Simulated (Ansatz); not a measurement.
Consider the silylene formation by 1,1-elimination: `F[SiH](Cl)[NH][GeH2][Cl]` → `F[Si]Cl` + `[NH2][GeH2][Cl]`.

Calculated with Ansatz (gas phase, PBE0-D4/def2-TZVP geometries, no zero-point term in ΔE). CBS: MP2 limit from def2 TZ/QZ plus the TZ coupled-cluster correction, frozen cores. This one scheme is used for every species. Functionals use def2-TZVPP. For Ge outer-core shells are correlated without core-valence functions, which leaves a few kJ/mol of doubt a bond. Scalar relativity is left out up to krypton. Each species was taken in one conformer, which may not be the lowest.

`F[SiH](Cl)[NH][GeH2][Cl]`:

Cartesian coordinates in Å:
```
F 2.328 0.430 1.289
Si 0.880 -0.229 1.320
Cl -0.352 1.151 2.174
N 0.308 -0.586 -0.235
Ge -0.770 0.402 -1.339
Cl -2.832 -0.091 -0.955
H 0.984 -1.438 2.154
H 0.526 -1.507 -0.589
H -0.485 -0.019 -2.782
H -0.588 1.887 -1.037
```

`F[Si]Cl`:

Z-matrix (Å, degrees):
```
Si
F 1 1.603
Cl 1 2.080 2 100.6
```

`[NH2][GeH2][Cl]`:

Z-matrix (Å, degrees):
```
Ge
Cl 1 2.176
N 1 1.818 2 112.8
H 1 1.530 2 105.8 3 -118.7
H 1 1.530 2 105.8 3 118.7
H 3 1.010 1 115.0 2 -64.0
H 3 1.010 1 115.0 2 64.0
```

| level | ΔE (kJ/mol) |
| --- | --- |
| r2SCAN-D4 | 233.8 |
| CCSD(T)/def2-TZVPP | 223.4 |
| HF/def2-QZVPP | 225.2 |
| CCSD/CBS(def2) | 227.5 |

What does CCSD(T)/CBS give? (Estimate.)

Computed: +227.4 kJ/mol. The listed levels differ from it by 6.4, -4.0, -2.2, 0.1 kJ/mol.

Largest T1 diagnostic among the species: 0.014.

From PBE to PBE0 (25 % exact exchange), in def2-TZVPP and without D4, ΔE moves by +24.1 kJ/mol. The D4 term adds +22.4 kJ/mol with B3LYP and +12.4 kJ/mol with PBE0; it sums over pairs of atoms, weighted by their polarisabilities, and B3LYP, whose exchange is more repulsive, gets the larger term.

B3LYP here is the variant with VWN-RPA as its local correlation; programs differ in this.
